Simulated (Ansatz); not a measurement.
Steps of a relaxation of `C=C=C(F)[SiH2]F` with RKS PBE-D4/def2-SVP.

```sh
$ ansatz run in.yaml --threads 4 --pin off --events-out ev --progress --plain --max-ram 10444MiB
```

```yaml
crystal:
  periodic: [false, false, false]
  atoms:
    - {symbol: C, position_ang: [-1.144900, -1.585700, 1.047100]}
    - {symbol: C, position_ang: [-0.248100, -0.909200, 0.414200]}
    - {symbol: C, position_ang: [0.687600, -0.290400, -0.215300]}
    - {symbol: F, position_ang: [1.941600, -0.949900, -0.459100]}
    - {symbol: Si, position_ang: [0.537900, 1.417000, -0.785400]}
    - {symbol: F, position_ang: [0.133200, 2.375800, 0.472200]}
    - {symbol: H, position_ang: [-1.383600, -2.574600, 0.804200]}
    - {symbol: H, position_ang: [-1.725700, -1.039100, 1.813000]}
    - {symbol: H, position_ang: [1.806600, 1.960000, -1.306500]}
    - {symbol: H, position_ang: [-0.521500, 1.544800, -1.781600]}
basis:
  gaussian: {orbitals: def2-SVP}
hamiltonian: {xc: pbe, dispersion: d4}
relax: {f_tol: 0.03, max_steps: 200}
```

Positions (Å) and forces (eV/Å) along the path, 15 of 17 steps:

```xyz
10
step=1 energy=-16463.5573 eV
C    -1.145   -1.586    1.047   -1.129    1.476    1.521
C    -0.248   -0.909    0.414    0.090   -0.452    0.317
C     0.688   -0.290   -0.215    2.970   -0.919   -1.956
F     1.942   -0.950   -0.459   -0.862    1.073    1.166
Si    0.538    1.417   -0.785    0.061    1.158   -0.577
F     0.133    2.376    0.472   -0.161    0.102    0.368
H    -1.384   -2.575    0.804   -1.225   -1.877   -1.033
H    -1.726   -1.039    1.813    0.430   -0.583    0.829
H     1.807    1.960   -1.306    0.467   -0.043   -0.152
H    -0.521    1.545   -1.782   -0.640    0.066   -0.481
10
step=2 energy=-16464.2194 eV
C    -1.161   -1.589    1.061   -0.401    0.663    0.482
C    -0.248   -0.926    0.390    0.046   -0.409    0.018
C     0.688   -0.316   -0.305    1.984   -1.145    0.015
F     2.012   -0.873   -0.309   -1.383    0.887    0.328
Si    0.535    1.437   -0.830   -0.052    0.621   -0.376
F     0.126    2.352    0.468   -0.053   -0.001    0.113
H    -1.534   -2.559    0.708   -0.477    0.010   -0.191
H    -1.614   -1.097    1.961    0.436   -0.692   -0.048
H     1.837    1.957   -1.324    0.182   -0.037   -0.109
H    -0.559    1.563   -1.818   -0.281    0.102   -0.231
10
step=4 energy=-16464.5251 eV
C    -1.228   -1.605    1.012    0.413    0.192    0.535
C    -0.248   -0.939    0.431    0.034   -0.272   -0.152
C     0.731   -0.285   -0.172    1.186   -0.285    0.289
F     2.061   -0.774   -0.083   -1.373    0.545   -0.129
Si    0.534    1.457   -0.864    0.095    0.237    0.059
F     0.240    2.493    0.385    0.030   -0.171   -0.169
H    -1.726   -2.453    0.511   -0.196    0.117    0.004
H    -1.454   -1.388    2.088   -0.111   -0.181   -0.512
H     1.819    1.896   -1.515   -0.109   -0.118    0.017
H    -0.645    1.547   -1.790    0.032   -0.065    0.057
10
step=5 energy=-16464.5605 eV
C    -1.179   -1.663    1.020   -0.481    0.249   -0.185
C    -0.211   -0.957    0.468    0.060   -0.279   -0.090
C     0.761   -0.254   -0.092    0.859   -0.156    0.145
F     2.082   -0.721   -0.038   -0.941    0.332   -0.154
Si    0.531    1.460   -0.862    0.079    0.249    0.272
F     0.279    2.559    0.350    0.053   -0.258   -0.328
H    -1.844   -2.335    0.410    0.487    0.202    0.428
H    -1.446   -1.483    2.087   -0.004   -0.180   -0.288
H     1.796    1.855   -1.589   -0.203   -0.125    0.092
H    -0.684    1.490   -1.751    0.092   -0.034    0.108
10
step=6 energy=-16464.6027 eV
C    -1.190   -1.647    1.002   -0.214    0.132   -0.028
C    -0.208   -0.955    0.464    0.085   -0.186    0.059
C     0.759   -0.232   -0.071    0.344   -0.043   -0.103
F     2.063   -0.678   -0.092   -0.308    0.074    0.136
Si    0.518    1.470   -0.832    0.036   -0.007    0.038
F     0.316    2.606    0.341    0.021   -0.095   -0.134
H    -1.772   -2.384    0.410    0.064    0.108    0.147
H    -1.492   -1.457    2.052    0.022   -0.178   -0.099
H     1.792    1.743   -1.571   -0.042    0.134   -0.056
H    -0.703    1.482   -1.700   -0.007    0.060    0.041
10
step=7 energy=-16464.6098 eV
C    -1.205   -1.639    0.969    0.055    0.191    0.347
C    -0.179   -0.927    0.550   -0.237   -0.208   -0.430
C     0.781   -0.217   -0.021    0.267   -0.040    0.201
F     2.073   -0.670   -0.009    0.037    0.052    0.029
Si    0.532    1.463   -0.824   -0.228    0.010   -0.068
F     0.416    2.662    0.292    0.075   -0.046   -0.004
H    -1.745   -2.354    0.321    0.059    0.042   -0.023
H    -1.549   -1.537    2.015   -0.085   -0.084   -0.041
H     1.714    1.719   -1.699    0.086    0.058   -0.029
H    -0.755    1.449   -1.590   -0.031    0.027    0.018
10
step=8 energy=-16464.6207 eV
C    -1.209   -1.601    0.949   -0.053   -0.090   -0.228
C    -0.171   -0.925    0.504    0.515   -0.109    0.188
C     0.852   -0.230    0.019   -0.309    0.160   -0.120
F     2.151   -0.651    0.077   -0.327    0.029    0.093
Si    0.506    1.429   -0.816    0.191   -0.001   -0.021
F     0.490    2.646    0.285    0.007   -0.007    0.028
H    -1.707   -2.316    0.269   -0.104   -0.038    0.059
H    -1.618   -1.513    1.971    0.075    0.099   -0.018
H     1.627    1.695   -1.774   -0.010    0.022   -0.048
H    -0.837    1.414   -1.482    0.015   -0.065    0.067
10
step=9 energy=-16464.6391 eV
C    -1.205   -1.618    0.944   -0.020    0.101   -0.041
C    -0.164   -0.932    0.519    0.135   -0.125   -0.022
C     0.835   -0.225    0.008   -0.219    0.153    0.037
F     2.131   -0.632    0.089    0.077   -0.055    0.061
Si    0.519    1.438   -0.820   -0.054   -0.034   -0.006
F     0.511    2.653    0.284    0.047   -0.017   -0.006
H    -1.709   -2.333    0.270   -0.046   -0.073    0.008
H    -1.627   -1.502    1.959    0.061    0.022   -0.027
H     1.630    1.698   -1.792   -0.014    0.018   -0.017
H    -0.839    1.403   -1.457    0.034    0.010    0.015
10
step=10 energy=-16464.6531 eV
C    -1.209   -1.627    0.896   -0.018    0.038    0.032
C    -0.153   -0.953    0.496   -0.022   -0.010   -0.022
C     0.850   -0.214    0.043   -0.096    0.070    0.028
F     2.145   -0.599    0.214    0.094    0.062   -0.019
Si    0.516    1.434   -0.811   -0.010   -0.062   -0.027
F     0.628    2.681    0.249    0.057   -0.003    0.035
H    -1.690   -2.376    0.243   -0.036   -0.046   -0.018
H    -1.653   -1.471    1.896    0.022   -0.012   -0.018
H     1.532    1.659   -1.889    0.035   -0.008    0.003
H    -0.884    1.414   -1.336   -0.028   -0.029    0.007
10
step=11 energy=-16464.6537 eV
C    -1.218   -1.633    0.850    0.066   -0.038    0.082
C    -0.147   -0.962    0.482    0.034    0.119   -0.040
C     0.856   -0.190    0.083    0.025   -0.085    0.116
F     2.157   -0.533    0.326   -0.122    0.092   -0.097
Si    0.510    1.433   -0.808    0.068    0.143    0.077
F     0.758    2.713    0.207   -0.039   -0.257   -0.225
H    -1.676   -2.397    0.199   -0.030   -0.030   -0.027
H    -1.672   -1.479    1.846   -0.023    0.011   -0.053
H     1.457    1.589   -1.974   -0.128    0.000    0.148
H    -0.941    1.408   -1.208    0.149    0.045    0.019
10
step=12 energy=-16464.6543 eV
C    -1.202   -1.654    0.872   -0.108    0.111   -0.141
C    -0.143   -0.964    0.501    0.025    0.025    0.019
C     0.852   -0.189    0.093    0.023   -0.135   -0.065
F     2.160   -0.541    0.279   -0.113    0.110    0.024
Si    0.506    1.431   -0.804    0.077    0.143    0.025
F     0.744    2.709    0.208   -0.032   -0.149   -0.109
H    -1.673   -2.399    0.202    0.064    0.020    0.063
H    -1.696   -1.468    1.842    0.054   -0.083    0.059
H     1.467    1.596   -1.952   -0.071   -0.036    0.082
H    -0.932    1.428   -1.238    0.081   -0.005    0.043
10
step=13 energy=-16464.6601 eV
C    -1.212   -1.649    0.857    0.035    0.008   -0.006
C    -0.146   -0.962    0.500   -0.072   -0.028    0.012
C     0.846   -0.184    0.095   -0.109    0.080   -0.007
F     2.152   -0.504    0.303    0.080   -0.033    0.017
Si    0.509    1.436   -0.803   -0.171   -0.100    0.034
F     0.774    2.716    0.186    0.038    0.035    0.030
H    -1.669   -2.404    0.191    0.021    0.004   -0.002
H    -1.686   -1.503    1.845    0.010    0.002   -0.001
H     1.452    1.547   -1.954    0.077    0.046   -0.100
H    -0.936    1.455   -1.216    0.091   -0.012    0.023
10
step=15 energy=-16464.6615 eV rejected
C    -1.213   -1.659    0.855    0.035    0.016   -0.028
C    -0.160   -0.954    0.498   -0.023    0.014    0.035
C     0.834   -0.172    0.101   -0.019   -0.103    0.003
F     2.139   -0.502    0.322    0.014    0.028    0.037
Si    0.511    1.439   -0.804   -0.017    0.057   -0.050
F     0.820    2.721    0.173    0.007   -0.008    0.006
H    -1.634   -2.439    0.195   -0.028    0.019   -0.005
H    -1.710   -1.502    1.829    0.025   -0.029    0.013
H     1.433    1.547   -1.980    0.008    0.004   -0.011
H    -0.936    1.470   -1.187   -0.001    0.003   -0.001
10
step=16 energy=-16464.6626 eV
C    -1.213   -1.658    0.853    0.000    0.001    0.006
C    -0.157   -0.954    0.504   -0.010    0.003   -0.008
C     0.836   -0.173    0.106   -0.003    0.006    0.002
F     2.143   -0.493    0.334   -0.003    0.000   -0.003
Si    0.509    1.438   -0.807    0.004    0.013    0.045
F     0.823    2.720    0.169   -0.005   -0.013   -0.015
H    -1.647   -2.420    0.181    0.001   -0.013   -0.002
H    -1.700   -1.519    1.835    0.003    0.000    0.001
H     1.429    1.542   -1.984    0.015   -0.001   -0.024
H    -0.939    1.467   -1.187   -0.002    0.005   -0.001
10
step=17 energy=-16464.6629 eV
C    -1.214   -1.664    0.851   -0.004    0.002    0.002
C    -0.164   -0.951    0.501    0.025   -0.021    0.008
C     0.831   -0.170    0.108   -0.018    0.030   -0.009
F     2.137   -0.488    0.342   -0.014   -0.009    0.008
Si    0.510    1.441   -0.806    0.005    0.007   -0.003
F     0.840    2.725    0.161    0.001   -0.009   -0.003
H    -1.638   -2.435    0.183   -0.002    0.003   -0.002
H    -1.704   -1.524    1.831    0.003   -0.006    0.001
H     1.424    1.533   -1.991   -0.001    0.002   -0.002
H    -0.940    1.481   -1.177    0.006    0.000   -0.001
```

Hardware: 4 threads of an Arm Neoverse V1 on a shared host. Wall time 19 s, peak host memory 0.15 GiB.
